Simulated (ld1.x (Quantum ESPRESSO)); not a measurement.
**Configuration tests for germanium (Ge) (TM semilocal)**

Ge (Z = 32), norm-conserving Troullier–Martins (semilocal form), made with ld1.x (Quantum ESPRESSO) 7.5 (PBE, scalar-relativistic). Core [Ar] 3d10, reference 4s2 4p0 (charge +2). Waves: 4s (bound): rc 1.25 bohr; 4d channel at 0.15 Ry: rc 1.20 bohr; 4p (bound, empty): rc 1.45 bohr. Local part: the p channel. Core correction: none.

Energies are relative to the spin-unpolarised reference configuration 4s2 4p0; without spin polarisation the order of configurations can differ from experiment.

```tsv
valence configuration	charge	ΔE all-electron (eV)	error AE − PS (meV)
4s2 4p2	0	-22.883	+80
4s2 4p1	+1	-15.439	+33
4s1 4p0	+3	34.791	+108
4s2 4p1.5	+0.5	-20.081	+57
4s2 4p2.3	-0.3	-23.767	+91
4s1 4p2	+1	-6.723	+80
4s1 4p3	0	-14.911	+129
```
